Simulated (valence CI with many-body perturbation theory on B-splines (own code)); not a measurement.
**E1 line list for Cu16+**

Method: configuration interaction combined with many-body perturbation theory (CI+MBPT): three valence electrons over a frozen Dirac-Fock core [Ne], a basis of 11 s, 11 p, 10 d, 8 f, 5 g, 2 h functions for each j, with the one-electron correlation potential Σ1, the two-electron term Σ2, the three-electron term Σ3, Breit, model QED; selected CI, second order for the rest, scaled by the run's own slope (own B-spline code, finite nucleus).

No measured levels were compared; by estimate levels of excited configurations hold to 0.05 to 0.15 % of their energy, terms of the ground configuration to about 0.5 %.

Lines 51 to 100 of 578 in falling wavelength, among levels below 300.55 eV, chosen from the strongest by gf and those to the six lowest levels. Wavelengths and rates use the calculated energies, so an error of 400 cm⁻¹ moves a line at 293.5 Å by 0.12 % and its rate by three times that or more. Electric multipoles are in the length gauge, E1 and E2 with the static RPA response of the core. Weak lines are less certain than strong ones. Lines between different terms over intervals too small for the method are left out, as are lines whose strength nearly cancels. Where a level lies close to another of its J and parity, the split of strength between their lines is uncertain. The highest levels of a list are the least certain.

Names give the largest LS component (configuration and term), which can be under half, so a name can repeat, a term be missing and a line seem to break the LS rules; names also repeat where a configuration has a term twice. Letters in brackets count levels of one name in rising energy.

```
λ vac (Å)               Upper               Lower   A (s⁻¹)  log gf  Branch %
    293.5        3p²3d ⁴F_5/2      3s3p3d ⁴D°_3/2  3.69e+09   -0.54      17.1
    291.9       3p3d² ⁴P°_3/2        3s3d² ⁴P_1/2  4.10e+09   -0.68       8.4
    290.4        3p²3d ⁴F_9/2      3s3p3d ⁴D°_7/2  4.36e+09   -0.26      20.9
    290.2        3s3p² ²D_5/2       3s²3p ²P°_3/2  2.58e+09   -0.71     100.0
    290.2         3p³ ²D°_5/2        3s3p² ²D_3/2  4.83e+08   -1.44       8.6
    284.4  3s3p3d ²F°_7/2 [a]        3s²3d ²D_5/2  2.71e+09   -0.58      11.3
    283.8   3p3d² ²F°_7/2 [c]        3s3d² ²F_7/2  2.30e+09   -0.65       2.7
    283.8    3p²3d ²F_7/2 [b]  3s3p3d ²F°_7/2 [b]  4.24e+09   -0.39       5.3
    283.3       3p3d² ⁴P°_5/2        3s3d² ⁴P_5/2  5.47e+09   -0.40      10.8
    283.1         3p³ ⁴S°_3/2        3s3p² ²D_3/2  3.76e+08   -1.74       0.9
    282.8        3p²3d ⁴D_3/2      3s3p3d ⁴P°_3/2  3.40e+09   -0.79      11.7
    282.7        3p²3d ⁴D_7/2  3s3p3d ²D°_5/2 [a]  2.61e+09   -0.60      10.2
    282.2       3p3d² ⁴P°_5/2        3s3d² ⁴P_3/2  3.48e+09   -0.60       6.8
    282.2        3p²3d ⁴D_5/2      3s3p3d ⁴P°_3/2  2.35e+09   -0.77       8.6
    281.7   3p3d² ²F°_7/2 [c]        3s3d² ²F_5/2  6.59e+09   -0.20       7.6
    281.7        3p²3d ⁴D_5/2      3s3p3d ⁴D°_5/2  3.29e+09   -0.63      12.0
    280.9        3p²3d ⁴F_7/2      3s3p3d ⁴P°_5/2  4.20e+09   -0.40      19.4
    277.3       3p3d² ⁴F°_7/2        3s3d² ⁴F_9/2  4.03e+09   -0.43       6.9
    276.4   3p3d² ²F°_5/2 [b]        3s3d² ²G_7/2  3.00e+09   -0.69       3.9
    276.0   3p3d² ²G°_9/2 [a]        3s3d² ⁴F_9/2  2.37e+09   -0.57       5.0
    275.6       3p3d² ⁴F°_5/2        3s3d² ⁴F_7/2  3.81e+09   -0.59       5.6
    275.5       3p3d² ⁴F°_3/2        3s3d² ⁴F_5/2  3.50e+09   -0.80       5.2
    275.1       3p3d² ⁴F°_7/2        3s3d² ⁴F_7/2  2.54e+09   -0.64       4.4
    274.8   3p3d² ²F°_5/2 [b]        3s3d² ²D_3/2  6.97e+09   -0.32       9.1
    274.7   3p3d² ²F°_7/2 [a]    3p²3d ²F_7/2 [b]  1.80e+09   -0.79       5.9
    274.2       3p3d² ⁴F°_3/2        3s3d² ⁴F_3/2  5.35e+09   -0.62       8.0
    273.9       3p3d² ⁴F°_5/2        3s3d² ⁴F_5/2  4.29e+09   -0.54       6.3
    273.8          3d³ ²P_3/2   3p3d² ²P°_3/2 [c]  3.97e+09   -0.75       4.3
    273.4       3p3d² ⁴F°_7/2        3s3d² ⁴F_5/2  1.62e+09   -0.84       2.8
    272.8   3p3d² ²G°_9/2 [b]        3s3d² ²F_7/2  2.26e+10    0.40      25.8
    272.4   3p3d² ⁴D°_7/2 [b]        3s3d² ⁴P_5/2  4.08e+09   -0.44       4.6
    272.4   3p3d² ²F°_7/2 [b]        3s3d² ²G_9/2  6.41e+09   -0.24      10.3
    271.8   3p3d² ²F°_5/2 [c]        3s3d² ²F_5/2  4.52e+09   -0.52       6.1
    271.4   3p3d² ⁴D°_5/2 [b]        3s3d² ⁴P_3/2  2.88e+09   -0.72       3.2
    270.7   3p3d² ²F°_7/2 [b]        3s3d² ²D_5/2  9.14e+09   -0.10      14.7
    270.4        3p²3d ⁴D_7/2      3s3p3d ⁴D°_5/2  1.66e+09   -0.84       6.5
    269.5        3p²3d ⁴D_7/2      3s3p3d ⁴D°_7/2  2.82e+09   -0.61      11.1
    268.8   3p3d² ²D°_5/2 [c]        3s3d² ²P_3/2  1.66e+10    0.03      16.1
    268.6        3s3p² ²D_3/2       3s²3p ²P°_1/2  3.81e+09   -0.78      99.3
    267.6   3p3d² ²G°_7/2 [b]        3s3d² ²F_7/2  4.51e+09   -0.41       5.3
    267.1       3p3d² ⁴F°_9/2        3s3d² ⁴F_9/2  6.78e+09   -0.14      12.4
    265.8    3p²3d ²D_5/2 [c]  3s3p3d ²P°_3/2 [b]  2.51e+09   -0.80       2.8
    265.8    3p²3d ²D_5/2 [c]  3s3p3d ²D°_5/2 [b]  8.13e+09   -0.29       9.2
    265.7   3p3d² ²G°_7/2 [b]        3s3d² ²F_5/2  1.72e+10    0.16      20.3
    265.0   3p3d² ²D°_3/2 [c]        3s3d² ²P_1/2  1.57e+10   -0.18      14.7
    264.8   3p3d² ⁴D°_7/2 [a]        3s3d² ⁴F_7/2  4.66e+09   -0.41       9.4
    263.1        3p²3d ⁴F_7/2      3s3p3d ⁴F°_9/2  4.85e+09   -0.39      22.5
    261.5   3p3d² ²D°_3/2 [b]        3s3d² ²D_3/2  8.10e+09   -0.48       8.9
    260.6        3p²3d ⁴F_5/2      3s3p3d ⁴F°_7/2  6.10e+09   -0.43      28.3
    260.6    3p²3d ²D_3/2 [c]  3s3p3d ²P°_3/2 [b]  4.53e+09   -0.73       5.1
```

(1) How does gf follow from A for the line at 276.0 Å?

Answers

(1) gf = 1.4992 × (2J+1)_upper × A / σ², with σ = 362369 cm⁻¹ and 2J+1 = 10: gf = 0.270.
